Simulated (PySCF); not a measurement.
**Distorted geometries of ReOF5**

ReOF5 (singlet). PySCF 2.14.0, RKS r2SCAN, Re def2-SVP with ECP60, O def2-SVP, F def2-SVP; non-relativistic Hamiltonian with scalar-relativistic core potentials where named; density fitting; no spin-orbit coupling. Relaxed geometry:

```xyz
7

Re    0.0630   -0.0410    0.0412
O     1.2496   -0.7182    1.0410
F    -0.0549    1.5294    0.9968
F    -1.3390   -0.7304    1.0178
F     1.2766    0.7552   -1.0928
F    -1.2694    0.7083   -1.0758
F    -0.0152   -1.4948   -1.0878
```

Question: Order these distorted geometries by energy above the relaxed one, lowest first.
A.
```xyz
7

Re    0.0706   -0.0094    0.0859
O     1.2460   -0.6783    1.0203
F    -0.0484    1.4837    0.9850
F    -1.3302   -0.7282    0.9808
F     1.2709    0.6967   -1.0769
F    -1.2781    0.6914   -1.0351
F    -0.0201   -1.4474   -1.1195
```
B.
```xyz
7

Re    0.1189    0.0981    0.0712
O     1.2484   -0.7748    1.1839
F    -0.0568    1.5847    0.9212
F    -1.4237   -0.7558    0.9015
F     1.2967    0.5875   -1.1026
F    -1.3266    0.7468   -0.9817
F     0.0540   -1.4780   -1.1530
```
C.
```xyz
7

Re    0.0593   -0.0314    0.0654
O     1.2191   -0.7252    1.0758
F    -0.0470    1.5334    0.9645
F    -1.3308   -0.6874    1.0115
F     1.2649    0.7156   -1.0873
F    -1.2533    0.7040   -1.0883
F    -0.0015   -1.5006   -1.1013
```

Answer: C (0.07 eV), A (0.35 eV), B (1.45 eV).

Question: Which forces (eV/Å) act in the one that lies 0.07 eV up?

Answer: 
```
Re   0.40 -1.26 -1.96
O    0.32 -0.12  0.20
F   -0.01  1.03  0.62
F   -1.09 -0.53  0.67
F    0.48  0.31 -0.23
F   -0.08 -0.02  0.03
F   -0.02  0.60  0.67
```
Forces carry noise of the integration grid, about 0.01 to 0.03 eV/Å.

No frequency check is given that shows the relaxed geometry to be a minimum.
